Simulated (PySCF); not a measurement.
A GIAO shielding run with PySCF 2.14.0 with density-fitted response routines (density fitting, non-relativistic, gas phase) on SMILES CC#C[Si@@H](F)C/C=C\F, C6H8F2Si:

```
$ OMP_NUM_THREADS=1 python probes_run.py task.json out

{"job": {"kind": "nmr", "xc": "PBE0", "basis": "pcSseg-1"}, "charge": 0, "multiplicity": 1}
C      3.081689     1.105524    -0.407296
C      2.033680     0.133584    -0.215336
C      1.160740    -0.680741    -0.046652
Si    -0.234947    -1.854720     0.161103
F     -0.330839    -2.247389     1.728590
C     -1.876828    -0.978336    -0.277514
C     -2.041576     0.257074     0.533320
C     -1.725111     1.473643     0.128002
F     -1.249940     1.716990    -1.114305
H      3.836356     0.710057    -1.086662
H      3.550436     1.341170     0.547844
H      2.662349     2.016621    -0.833387
H     -0.066203    -3.124747    -0.530066
H     -1.875366    -0.727478    -1.337463
H     -2.712302    -1.653492    -0.090493
H     -2.404564     0.143013     1.542821
H     -1.814574     2.381255     0.704268
```

Hardware: 1 thread of an Arm Neoverse V2, shared host. The job also computes population analyses, field gradients.

**Question.** How large is the calculation?

**Answer.** 76 electrons, 200 basis functions and 1057 auxiliary functions.

**Question.** How long does it take, and how much memory does it need?

**Answer.** 38 s of wall time, with 14 SCF cycles and 5 response iterations; peak memory 1 GiB. Times on a shared host scatter by some tens of per cent.
